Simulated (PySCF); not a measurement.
# How methods differ on the ionisation energy of As

As [Ar] 3d10 4s2 4p3 (4S) → As⁺ [Ar] 3d10 4s2 4p2 (3P), as a difference of total energies. Computed with PySCF 2.14 in x2c-QZVPPall with one added diffuse shell each of s, p, d, f type (12s9p6d5f1g, 113 functions), with the spin-free X2C one-electron Hamiltonian (Gaussian nucleus). Correlated levels: valence: [Ar] 3d10 frozen; valence and next inner shell: [Ne] frozen. The calculations carry no spin-orbit coupling.

```tsv
method	ionisation energy (eV)
UHF	9.407
LDA	10.024
PBE	9.879
PBE0	9.939
r2SCAN	10.082
r2SCANh	10.082
CAM-B3LYP	9.834
PW91	9.936
MP2 (valence)	9.921
SCS-MP2 (valence)	9.770
MP2 (valence and next inner shell)	10.023
SCS-MP2 (valence and next inner shell)	9.838
```

How much does correlation contribute at MP2 (valence and next inner shell)?

10.023 − (9.407) = 0.616 eV, measured against UHF.

Errors of the correlated levels include the incompleteness of this basis and the frozen core.

For comparison: 10.008 eV (measured; NIST levels, between the centres of gravity of the two terms).
